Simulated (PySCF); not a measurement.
Br2H2Si. Atoms are numbered in the order given.

```xyz
5

Si     0.0000     0.0000     1.0028
Br     1.8310     0.0000    -0.2528
Br    -1.8310     0.0000    -0.2528
H      0.0000    -1.2322     1.8293
H      0.0000     1.2322     1.8293
```
Charge 0, spin multiplicity 1.

Coordinates come from a r2SCAN-D4/def2-SVP optimisation.

Computed with PySCF with TDA-PBE0/def2-SVPD.

Vertical excitations. Gas-phase values at a fixed geometry. State labels are in the subgroup C2v.

Computed lowest excited states:
```
state  symmetry  energy (eV)  λ (nm)      f                            main pairs
-----  --------  -----------  ------  -----  ------------------------------------
S1           B2         6.31     197  0.014                        HOMO→LUMO 98 %
S2           B1         6.53     190  0.048                      HOMO−1→LUMO 90 %
S3           A2         6.60     188  0.000                      HOMO−2→LUMO 93 %
S4           A1         6.84     181  0.022                      HOMO−3→LUMO 90 %
S5           A2         6.91     180  0.000                      HOMO→LUMO+1 93 %
S6           A1         7.06     176  0.011                    HOMO−1→LUMO+1 88 %
S7           B2         7.27     170  0.019                    HOMO−2→LUMO+1 98 %
S8           B1         7.60     163  0.035                    HOMO−3→LUMO+1 79 %
S9           B2         7.68     161  0.002                      HOMO→LUMO+2 98 %
S10          B1         7.75     160  0.063                    HOMO−1→LUMO+2 90 %
T1           B1         5.91     210      0                      HOMO−1→LUMO 96 %
T2           B2         5.92     210      0                        HOMO→LUMO 94 %
T3           A2         6.17     201      0    HOMO−2→LUMO 77 %, HOMO→LUMO+1 20 %
T4           A1         6.34     196      0  HOMO−3→LUMO 83 %, HOMO−1→LUMO+1 14 %
```
Triplets are in the Tamm–Dancoff approximation.
